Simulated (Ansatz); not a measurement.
`N[SiH2]N[SiH](N)Cl` + `[SH][GeH3]` → `N[SiH2][S][GeH3]` + `N[SiH](N)Cl`  (ligand exchange at the Si–N bond)

Gas-phase electronic energies from Ansatz, PBE0-D4/def2-TZVP geometries. CBS: MP2 limit from def2 TZ/QZ plus the TZ coupled-cluster correction, frozen cores. DFT in def2-TZVPP. For Ge outer-core shells are correlated without core-valence functions, which leaves a few kJ/mol of doubt a bond. Scalar relativity is left out up to krypton. Each species was taken in one conformer, which may not be the lowest.

| level | ΔE (kcal/mol) |
| --- | --- |
| PBE-D4 | -0.9 |
| HF/def2-TZVPP | 1.5 |
| MP2/def2-TZVPP | 0.5 |
| CCSD/CBS(def2) | 0.4 |

(1) What does CCSD(T)/CBS give? (An estimate is asked.)

Largest T1 diagnostic among the species: 0.011.

Answers

(1) Ansatz gave: +0.2 kcal/mol. The listed levels differ from it by -1.1, 1.3, 0.3, 0.2 kcal/mol.

The D4 term adds +1.0 kcal/mol with B3LYP and +0.7 kcal/mol with PBE0; it sums over pairs of atoms, weighted by their polarisabilities, and B3LYP, whose exchange is more repulsive, gets the larger term.

B3LYP here is the variant with VWN-RPA as its local correlation; programs differ in this.
